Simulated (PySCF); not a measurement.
**Sr: excitation energy**

Sr [Kr] 5s2 (1S) → Sr [Kr] 4d2 (3F), as a difference of total energies. Computed with PySCF 2.14 in aug-cc-pVQZ-X2C (9s8p6d3f2g, 102 functions), with scalar relativity by spin-free X2C-1e. Correlated levels: valence: [Kr] frozen. The calculations carry no spin-orbit coupling.

```json
{"method": "UHF", "excitation energy (cm⁻¹)": "35426"}
{"method": "MP2 (valence)", "excitation energy (cm⁻¹)": "38479"}
{"method": "SCS-MP2 (valence)", "excitation energy (cm⁻¹)": "40046"}
{"method": "CCSD (valence)", "excitation energy (cm⁻¹)": "39008"}
```

A first-order spin-orbit estimate (lowest level to lowest level, LS coupling) adds -0.020 eV.

With two correlated electrons CCSD is exact in that space.
